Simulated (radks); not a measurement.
Mo+, 41 electrons, occupied as [Kr] 4d5. All-electron calculation, non-relativistic Kohn-Sham, LB94 model potential, spin-polarised, spherical densities, point nucleus; open shells are filled with parallel spins first (spin-orbit coupling, left out, can overturn this in heavy ions); relativity is left out, which matters for an element this heavy. Program: a radial shooting solver on a logarithmic mesh with Libxc functionals.

Unscreened Slater integrals over Kohn-Sham orbitals (cm^-1). They are taken over the spin-up orbitals.

F0(4d,4d): 109520
F2(4d,4d): 53719
F4(4d,4d): 34629
F0(4d,4p): 127680
F2(4d,4p): 60217
G1(4d,4p): 74244
G3(4d,4p): 44771
F0(4d,4s): 131500
G2(4d,4s): 52790
F0(4d,3d): 150880
F2(4d,3d): 24399
F4(4d,3d): 10143
G0(4d,3d): 7476.4
G2(4d,3d): 8389.6
G4(4d,3d): 6309.9
F0(4p,4p): 158080
F2(4p,4p): 82462
F0(4p,4s): 165400
G1(4p,4s): 112040
F0(4p,3d): 206270
F2(4p,3d): 46367
G1(4p,3d): 14630
G3(4p,3d): 14129
F0(4s,4s): 173910
F0(4s,3d): 223210
G2(4s,3d): 17315
F0(3d,3d): 484440
F2(3d,3d): 238830
F4(3d,3d): 151760

Derived for the open shells (J is the average intra-shell exchange parameter used in DFT+U). 4d: Racah B = F2/49 - 5 F4/441 = 703.7 cm^-1, C = 35 F4/441 = 2748 cm^-1, C/B = 3.91, F4/F2 = 0.645, J = (F2 + F4)/14 = 6311 cm^-1.
